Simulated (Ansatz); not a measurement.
`CO[SiH2]N[SiH2]F` + `CO[SiH](F)S` → `CO[SiH](F)S[SiH2]F` + `CO[SiH2]N`  (ligand exchange at the Si–N bond)

Isolated molecules relaxed with PBE0-D4/def2-TZVP in Ansatz; ΔE leaves out vibrations. CBS: MP2 limit from def2 TZ/QZ plus the TZ coupled-cluster correction, frozen cores. This one scheme is used for every species. Functionals use def2-TZVPP. B3LYP here is the variant with VWN-RPA as its local correlation; programs differ in this. Each species was taken in one conformer, which may not be the lowest.

`CO[SiH2]N[SiH2]F`:

Cartesian coordinates in Å:
```
C 0.012 -0.918 2.617
O 0.429 -0.395 1.378
Si -0.500 -0.449 0.027
N 0.457 -0.016 -1.331
Si 0.387 1.426 -2.241
F -0.519 1.268 -3.552
H 0.877 -0.961 3.280
H -0.750 -0.282 3.082
H -0.396 -1.931 2.514
H -1.029 -1.834 -0.105
H -1.617 0.528 0.096
H 1.145 -0.696 -1.624
H -0.236 2.480 -1.413
H 1.740 1.778 -2.728
```

`CO[SiH](F)S`:

Z-matrix (Å, degrees):
```
C
O 1 1.415
H 1 1.094 2 111.2
H 1 1.090 2 107.9 3 119.4
H 1 1.095 2 111.2 3 -121.6
Si 2 1.623 1 124.4 3 59.9
S 6 2.109 2 108.5 1 -172.8
F 6 1.597 2 107.9 1 -51.2
H 6 1.477 2 113.7 1 66.3
H 7 1.345 6 92.9 2 42.9
```

`CO[SiH](F)S[SiH2]F`:

Cartesian coordinates in Å:
```
C 0.562 1.132 -1.728
O 1.397 1.142 -0.586
Si 1.178 0.303 0.776
F 2.230 0.883 1.808
S -0.772 0.607 1.587
Si -1.608 -1.263 1.052
F -1.735 -1.384 -0.539
H 0.585 0.157 -2.224
H 0.934 1.889 -2.417
H -0.472 1.367 -1.461
H 1.429 -1.144 0.604
H -2.965 -1.295 1.635
H -0.765 -2.393 1.495
```

`CO[SiH2]N`:

```xyz
11

C     0.612   -0.768    1.425
O     0.304   -1.121    0.099
Si   -0.647   -0.194   -0.870
N    -0.074    1.374   -1.224
H     1.217    0.146    1.467
H    -0.295   -0.610    2.023
H     1.183   -1.581    1.876
H    -1.961    0.017   -0.204
H    -0.735   -0.988   -2.114
H    -0.336    2.177   -0.680
H     0.733    1.549   -1.798
```

```tsv
level	ΔE (kJ/mol)	difference from CCSD(T)/CBS
PBE-D4	-6.5	-11.4
r2SCAN-D4	-0.3	-5.2
PBE0-D4	-3.3	-8.2
B3LYP-D4	3.6	-1.3
ωB97X-V	4.6	-0.3
ωB97M-V	4.0	-0.9
B2PLYP	8.8	3.9
PBE	-2.6	-7.5
r2SCAN	0.7	-4.2
PBE0	0.4	-4.5
B3LYP	9.9	5.0
HF/def2-TZVPP	20.0	15.1
MP2/def2-TZVPP	5.1	0.2
SCS-MP2/def2-TZVPP	10.0	5.1
CCSD/def2-TZVPP	12.1	7.2
CCSD(T)/def2-TZVPP	9.3	4.4
HF/def2-QZVPP	20.8	15.9
MP2/def2-QZVPP	2.9	-2.0
SCS-MP2/def2-QZVPP	7.8	2.9
HF/CBS(def2)	20.9	16.0
MP2/CBS(def2)	0.7	-4.2
CCSD/CBS(def2)	7.7	2.8
CCSD(T)/CBS	4.9	0
```

Largest T1 diagnostic among the species: 0.012.

The D4 term adds −6.3 kJ/mol with B3LYP and −3.6 kJ/mol with PBE0; it sums over pairs of atoms, weighted by their polarisabilities, and B3LYP, whose exchange is more repulsive, gets the larger term. In def2-TZVPP, CCSD(T) changes the Hartree–Fock value by −10.7 kJ/mol (the triples alone add −2.8 kJ/mol) and MP2 by −14.9 kJ/mol.
